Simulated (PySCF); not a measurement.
## Relaxation of singlet ZrO(OH)₂

Method: PBE0/[Zr def2-SVP with ECP28, O def2-SVP, H def2-SVP], scalar-relativistic core potentials, density fitting, no spin–orbit coupling, PySCF. A (50,194) grid was used.

A hand-made T-shaped (ligand arrangement 2) (heavy-atom frame) start, with no symmetry imposed:

Coordinates in bohr (charge 0 multiplicity 1):
```
Zr    0.1192   -0.0100   -0.5383
O     3.5942   -0.0100   -0.4170
O     0.1192   -0.0100    3.5624
O    -3.9791   -0.0100   -0.3953
H    -1.2705   -0.0100    4.7285
H    -5.1445    1.3797   -0.3544
```

Optimiser trace:
```
step  E − E(last) (kJ/mol)  largest gradient (Eh/bohr)
   0                267.91                     0.11167
   2                120.41                     0.07344
   4                 50.97                     0.03527
   6                 34.21                     0.03426
   8                 25.74                     0.01137
  10                 22.70                     0.00725
  12                 18.63                     0.01600
  14                 15.97                     0.01351
  16                 13.79                     0.01737
  18                 11.10                     0.00413
  20                  9.56                     0.00563
  22                  8.12                     0.00837
  24                  6.45                     0.01322
  26                  5.51                     0.01816
  28                  4.35                     0.00313
  30                  3.18                     0.00931
  32                  2.43                     0.00829
  34                  1.92                     0.00240
  36                  1.41                     0.00520
  38                  1.18                     0.00272
  40                  0.78                     0.00217
  42                  0.43                     0.00348
  44                  0.11                     0.00232
  46                  0.00                     0.00093
  47                  0.00                     0.00022
```

It ends at Cs with O–H 0.959 Å (×2), Zr–O 1.751 Å, Zr–O 1.964 Å (×2); H–O–Zr 141.6° (×2), O–Zr–O 113.6° (×2), O–Zr–O 118.5° (after a last refinement on a finer grid). The frequency run here used a shortcut that can spoil soft modes, so no verdict on minimum or saddle point is given.

Final geometry:
Z-matrix (Å, degrees; charge 0 multiplicity 1):
```
Zr
O  1 1.7512
O  1 1.9640 2 113.59
O  1 1.9640 2 113.59 3 139.43
H  3 0.9593 1 141.58 2 4.48
H  4 0.9593 1 141.58 2 -4.48
```

Stability towards spin polarisation was not tested.

The relaxation took of the order of 9 core-minutes on a shared host.
